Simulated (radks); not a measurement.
Coherent X-ray form factor from a spherical all-electron density. Method: Dirac Kohn-Sham, Wu-Cohen GGA, spin-unpolarised, spherical densities, point nucleus; computed with a radial shooting solver on a logarithmic mesh with Libxc functionals.

sin(theta)/lambda (1/angstrom)  f0 (electrons)
0.05                                    38.443
0.1                                     36.917
0.15                                    34.769
0.2                                     32.367
0.25                                    29.985
0.3                                     27.781
0.4                                     24.112
0.5                                     21.337
0.6                                     19.139
0.8                                     15.516
1                                       12.429
1.25                                     9.457
1.5                                      7.540
2                                        5.690

The species is in the configuration that NIST lists as its ground one. Which atom or ion scatters so?

Answer. The niobium ion Nb2+, [Kr] 4d3. Extrapolating in s^2 from the first two rows gives f0(0) = 39.0, near the electron count 39; among species with that count, the fall with angle is slower the higher Z, and the table is that of Z = 41; from so few rows the species is fixed only to a neighbour or two.
